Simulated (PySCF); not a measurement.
Ga(Cl)2(nBu), SMILES [Cl][Ga]([CH2]CCC)[Cl] (GFN2-xTB optimised geometry):

```
16

Ga     0.016     1.836     0.000
Cl     2.123     1.836     0.000
Cl    -0.877     3.746     0.000
C     -1.062     0.077    -0.005
C     -0.123    -1.127    -0.024
C     -0.872    -2.461     0.040
C     -1.692    -2.749    -1.212
H     -1.702     0.065     0.885
H     -1.718     0.094    -0.881
H      0.489    -1.102    -0.932
H      0.559    -1.065     0.830
H     -0.138    -3.259     0.172
H     -1.528    -2.467     0.914
H     -1.063    -2.698    -2.099
H     -2.506    -2.038    -1.325
H     -2.123    -3.746    -1.157
```

Calculation: PBE0/def2-TZVP run with PySCF.

Question: What are the frontier orbital energies and the dipole moment?

Answer: HOMO-2 -9.17 eV, HOMO-1 -8.94 eV, HOMO -8.08 eV, LUMO -1.14 eV, LUMO+1 -0.74 eV; dipole moment 2.81 D.

On the same geometry PySCF with PBE/def2-TZVP gives HOMO-2 -7.76 eV, HOMO-1 -7.51 eV, HOMO -6.90 eV, LUMO -1.92 eV, LUMO+1 -1.66 eV; dipole moment 2.77 D.

Meta-Löwdin charges at PBE0/def2-TZVP: Ga1 0.66, Cl2 -0.28, Cl3 -0.28, C4 -0.39, C5 -0.19, C6 -0.19, C7 -0.35, H8 0.13, H9 0.13, H10 0.10, H11 0.11, H12 0.11, H13 0.10, H14 0.11, H15 0.11, H16 0.12.
